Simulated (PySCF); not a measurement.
palladium atom (Pd), singlet (core potentials on Pd); CASSCF(8,9)/def2-SVP (PySCF).

PySCF was given this input:
```python
from pyscf import gto, scf, mcscf
import numpy

mol = gto.Mole()
mol.atom = '''
    Pd    0.00000000    0.00000000    0.00000000
'''
mol.basis = 'def2-svp'
mol.ecp = {'Pd': 'def2-svp'}
mol.verbose = 4
mol.build()

mf = scf.RHF(mol)
mf.kernel()
mc = mcscf.CASSCF(mf, 9, 8)
mc.fix_spin_(ss=0.0)
mc.kernel()
occ = numpy.linalg.eigvalsh(mc.fcisolver.make_rdm1(mc.ci, mc.ncas, mc.nelecas))[::-1]
ss = mc.fcisolver.spin_square(mc.ci, mc.ncas, mc.nelecas)[0]
print('natural occupations', occ.round(4), ' <S^2>', round(ss, 4))
```

The log (banner, timings and long lists left out):

```
PySCF version 2.14.0

[INPUT] verbose = 4
[INPUT] num. atoms = 1
[INPUT] num. electrons = 18
[INPUT] charge = 0
[INPUT] spin (= nelec alpha-beta = 2S) = 0
[INPUT] symmetry False subgroup None
[INPUT] Mole.unit = angstrom
[INPUT] Symbol           X                Y                Z      unit          X                Y                Z       unit  Magmom
[...]
nuclear repulsion = 0
number of shells = 11
number of NR pGTOs = 57
number of NR cGTOs = 31
basis = def2-svp
ecp = {'Pd': 'def2-svp'}

******** <class 'pyscf.scf.hf.RHF'> ********
method = RHF
initial guess = minao
damping factor = 0
level_shift factor = 0
DIIS = <class 'pyscf.scf.diis.CDIIS'>
diis_start_cycle = 1
diis_space = 8
diis_damp = 0
SCF conv_tol = 1e-09
SCF conv_tol_grad = None
SCF max_cycles = 50
direct_scf = True
direct_scf_tol = 1e-13
Set gradient conv threshold to 3.16228e-05
Initial guess from minao.
init E= -115.742561291373
[...]
cycle= 1 E= -126.660226101129  delta_E= -10.9  |g|= 1.15  |ddm|= 2.31
[...]
cycle= 2 E= -126.744542839044  delta_E= -0.0843  |g|= 1.14  |ddm|= 2.03
[...]
cycle= 3 E= -127.000258213415  delta_E= -0.256  |g|= 0.0201  |ddm|= 0.891
[...]
cycle= 4 E= -127.000347667583  delta_E= -8.95e-05  |g|= 0.00468  |ddm|= 0.026
[...]
cycle= 5 E= -127.000351016267  delta_E= -3.35e-06  |g|= 0.000157  |ddm|= 0.00422
[...]
cycle= 6 E= -127.000351020167  delta_E= -3.9e-09  |g|= 2.67e-06  |ddm|= 0.00011
[...]
cycle= 7 E= -127.000351020168  delta_E= -1.29e-12  |g|= 2.2e-07  |ddm|= 2.08e-06
[...]
Extra cycle  E= -127.000351020168  delta_E= -2.84e-14  |g|= 1.46e-07  |ddm|= 2.96e-07
converged SCF energy = -127.000351020168

******** <class 'pyscf.mcscf.mc1step.CASSCF'> ********
CAS (4e+4e, 9o), ncore = 5, nvir = 17
max_cycle_macro = 50
max_cycle_micro = 4
conv_tol = 1e-07
conv_tol_grad = None
orbital rotation max_stepsize = 0.02
orbital rotation threshold for CI restart = 0.01
augmented hessian ah_max_cycle = 30
augmented hessian ah_conv_tol = 1e-12
augmented hessian ah_linear dependence = 1e-14
augmented hessian ah_level shift = 1e-08
augmented hessian ah_start_tol = 2.5
augmented hessian ah_start_cycle = 3
augmented hessian ah_grad_trust_region = 3
kf_trust_region = 3
kf_interval = 4
ci_response_space = 4
ci_grad_trust_region = 3
with_dep4 0
natorb = False
canonicalization = True
sorting_mo_energy = False
ao2mo_level = 2
internal_rotation = False
******** <class 'pyscf.fci.addons.SpinPenaltyFCISolver'> ********
max. cycles = 50
conv_tol = 1e-08
davidson only = True
linear dependence = 1e-12
level shift = 0.001
max iter space = 12
nroots = 1
pspace_size = 400
spin = None
CASCI E = -127.002537582473  S^2 = 0.0000000
Set conv_tol_grad to 0.000316228
macro iter   1 ( 21 JK    4 micro), CASSCF E = -127.004956544113  dE = -2.41896164e-03  S^2 = 0.0000000
               |grad[o]|=0.00498  |grad[c]|=0.0105  |ddm|=0.00258  |maxRot[o]|=0.222
macro iter   2 ( 21 JK    4 micro), CASSCF E = -127.016407160747  dE = -1.14506166e-02  S^2 = 0.0000000
               |grad[o]|=0.00743  |grad[c]|=0.0168  |ddm|=0.00656  |maxRot[o]|= 0.31
macro iter   3 ( 21 JK    4 micro), CASSCF E = -127.031866782608  dE = -1.54596219e-02  S^2 = 0.0000000
               |grad[o]|=0.013  |grad[c]|=0.0197  |ddm|=0.00191  |maxRot[o]|=0.306
macro iter   4 ( 21 JK    4 micro), CASSCF E = -127.038819400321  dE = -6.95261771e-03  S^2 = 0.0000000
               |grad[o]|=0.00922  |grad[c]|=0.016  |ddm|=0.00335  |maxRot[o]|=0.309
macro iter   5 ( 17 JK    4 micro), CASSCF E = -127.039264447842  dE = -4.45047521e-04  S^2 = 0.0000000
               |grad[o]|=0.00539  |grad[c]|=0.00944  |ddm|=0.00367  |maxRot[o]|=0.0933
macro iter   6 ( 16 JK    4 micro), CASSCF E = -127.039338015474  dE = -7.35676322e-05  S^2 = 0.0000000
               |grad[o]|=0.00381  |grad[c]|=0.014  |ddm|=0.00106  |maxRot[o]|=0.0501
macro iter   7 ( 20 JK    4 micro), CASSCF E = -127.039723512322  dE = -3.85496848e-04  S^2 = 0.0000000
               |grad[o]|=0.00215  |grad[c]|=0.00703  |ddm|=0.00123  |maxRot[o]|= 0.23
[...]
               |grad[o]|=0.0013  |grad[c]|=0.00267  |ddm|=0.000187  |maxRot[o]|=0.0131
macro iter  33 ( 21 JK    4 micro), CASSCF E = -127.070469439314  dE = -6.27957944e-06  S^2 = 0.0000000
               |grad[o]|=0.00127  |grad[c]|=0.00228  |ddm|=0.000154  |maxRot[o]|=0.0119
macro iter  34 ( 19 JK    4 micro), CASSCF E = -127.070469332332  dE =  1.06982057e-07  S^2 = 0.0000000
               |grad[o]|=0.00069  |grad[c]|=0.000825  |ddm|=0.000163  |maxRot[o]|=0.0158
macro iter  35 ( 20 JK    4 micro), CASSCF E = -127.070465554325  dE =  3.77800723e-06  S^2 = 0.0000000
               |grad[o]|=0.000542  |grad[c]|=0.000824  |ddm|=0.000143  |maxRot[o]|=0.00778
macro iter  36 ( 24 JK    4 micro), CASSCF E = -127.070468782721  dE = -3.22839659e-06  S^2 = 0.0000000
               |grad[o]|=0.000804  |grad[c]|=0.000502  |ddm|=7.23e-05  |maxRot[o]|= 0.01
macro iter  37 ( 20 JK    4 micro), CASSCF E = -127.070454855379  dE =  1.39273422e-05  S^2 = 0.0000000
               |grad[o]|=0.00052  |grad[c]|=0.00111  |ddm|=0.00023  |maxRot[o]|=0.0165
macro iter  38 ( 23 JK    4 micro), CASSCF E = -127.070465789153  dE = -1.09337746e-05  S^2 = 0.0000000
               |grad[o]|=0.00144  |grad[c]|=0.00087  |ddm|=0.000122  |maxRot[o]|=0.0171
macro iter  39 ( 17 JK    4 micro), CASSCF E = -127.070459851507  dE =  5.93764673e-06  S^2 = 0.0000000
               |grad[o]|=0.000944  |grad[c]|=0.00116  |ddm|=0.00039  |maxRot[o]|=0.0318
macro iter  40 ( 21 JK    4 micro), CASSCF E = -127.070466099258  dE = -6.24775147e-06  S^2 = 0.0000000
               |grad[o]|=0.00123  |grad[c]|=0.000559  |ddm|=0.000127  |maxRot[o]|=0.0136
macro iter  41 ( 17 JK    4 micro), CASSCF E = -127.070464130876  dE =  1.96838197e-06  S^2 = 0.0000000
               |grad[o]|=0.000553  |grad[c]|=0.00194  |ddm|=0.000343  |maxRot[o]|=0.0234
macro iter  42 ( 23 JK    4 micro), CASSCF E = -127.070464970793  dE = -8.39916581e-07  S^2 = 0.0000000
               |grad[o]|=0.000943  |grad[c]|=0.000943  |ddm|=0.000226  |maxRot[o]|=0.0185
macro iter  43 ( 21 JK    4 micro), CASSCF E = -127.070457843599  dE =  7.12719385e-06  S^2 = 0.0000000
               |grad[o]|=0.00108  |grad[c]|=0.00128  |ddm|=0.000205  |maxRot[o]|=0.015
macro iter  44 ( 22 JK    4 micro), CASSCF E = -127.070460085564  dE = -2.24196469e-06  S^2 = 0.0000000
               |grad[o]|=0.00115  |grad[c]|=0.00112  |ddm|=0.000223  |maxRot[o]|=0.028
macro iter  45 ( 19 JK    4 micro), CASSCF E = -127.070459147795  dE =  9.37768561e-07  S^2 = 0.0000000
               |grad[o]|=0.000897  |grad[c]|=0.00358  |ddm|=0.000154  |maxRot[o]|=0.00463
macro iter  46 ( 23 JK    4 micro), CASSCF E = -127.070462301172  dE = -3.15337731e-06  S^2 = 0.0000000
               |grad[o]|=0.00109  |grad[c]|=0.00173  |ddm|=0.000225  |maxRot[o]|=0.0231
macro iter  47 ( 20 JK    4 micro), CASSCF E = -127.070451836798  dE =  1.04643739e-05  S^2 = 0.0000000
               |grad[o]|=0.00112  |grad[c]|=0.00401  |ddm|=0.000167  |maxRot[o]|=0.0225
macro iter  48 ( 18 JK    4 micro), CASSCF E = -127.070470489393  dE = -1.86525950e-05  S^2 = 0.0000000
               |grad[o]|=0.0016  |grad[c]|=0.00148  |ddm|=0.000271  |maxRot[o]|=0.0214
macro iter  49 ( 15 JK    4 micro), CASSCF E = -127.070465325861  dE =  5.16353253e-06  S^2 = 0.0000000
               |grad[o]|=0.000849  |grad[c]|=0.00159  |ddm|=0.000287  |maxRot[o]|=0.0213
macro iter  50 ( 21 JK    4 micro), CASSCF E = -127.070467662305  dE = -2.33644369e-06  S^2 = 0.0000000
               |grad[o]|=0.000587  |grad[c]|=0.000766  |ddm|=0.000109  |maxRot[o]|=0.00359
1-step CASSCF not converged,  50 macro (939 JK 192 micro) steps
CASSCF canonicalization
Density matrix diagonal elements [1.99356559 1.9950808  1.99321455 1.99403373 0.00443406 0.00471507
 0.00496031 0.00485323 0.00514266]
CASSCF energy = -127.070467662305
CASCI E = -127.070467662305  E(CI) = -18.9887961450443  S^2 = 0.0000000
natural occupations [1.9975 1.9934 1.9934 1.993  0.0051 0.005  0.005  0.0048 0.0028]  <S^2> 0.0
```

The run did not converge; its last values are not results.
